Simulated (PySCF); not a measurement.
# Two-component Hartree-Fock for Ba (barium, neutral)

Start: [Xe] 6s2. Calculated with PySCF 2.14 in x2c-TZVPall-2c with one added diffuse shell each of s, p, d type (12s12p10d1f, 105 functions): generalised Hartree-Fock with the X2C-1e Hamiltonian and a Gaussian nucleus; spin-orbit coupling (SO) screened by Boettger's factors. This is a chosen level, not necessarily the ground level.

| spinor shell | electrons | ε, screened SO (eV) | weight of nominal j (screened SO) | rms radius, screened SO (bohr) |
| --- | --- | --- | --- | --- |
| 1s1/2 | 2 | -37620.2 | 1.000 | 0.0292 |
| 2s1/2 | 2 | -6052.3 | 1.000 | 0.119 |
| 2p1/2 | 2 | -5688.0 | 1.000 | 0.102 |
| 2p3/2 | 4 | -5303.0 | 1.000 | 0.108 |
| 3s1/2 | 2 | -1323.0 | 1.000 | 0.311 |
| 3p1/2 | 2 | -1168.8 | 1.000 | 0.303 |
| 3p3/2 | 4 | -1092.3 | 1.000 | 0.315 |
| 3d3/2 | 4 | -824.35 | 1.000 | 0.287 |
| 3d5/2 | 6 | -808.28 | 1.000 | 0.290 |
| 4s1/2 | 2 | -278.92 | 1.000 | 0.715 |
| 4p1/2 | 2 | -220.39 | 1.000 | 0.744 |
| 4p3/2 | 4 | -204.31 | 1.000 | 0.770 |
| 4d3/2 | 4 | -106.50 | 1.000 | 0.856 |
| 4d5/2 | 6 | -103.72 | 1.000 | 0.867 |
| 5s1/2 | 2 | -43.616 | 1.000 | 1.76 |
| 5p1/2 | 2 | -26.030 | 1.000 | 1.99 |
| 5p3/2 | 4 | -23.739 | 1.000 | 2.08 |
| 6s1/2 | 2 | -4.441 | 1.000 | 5.42 |

| quantity | screened SO |
| --- | --- |
| E (hartree) | -8133.26407 |
| M_J | 0 |
| ⟨J²⟩ | 0.000 |
| ⟨L²⟩ | 0.036 |
| ⟨S²⟩ | 0.036 |

Breit and QED terms are absent; they matter most for the inner s and p1/2 levels.

Densities and radii are taken from the X2C orbitals without a picture-change correction, which distorts them close to the nucleus.
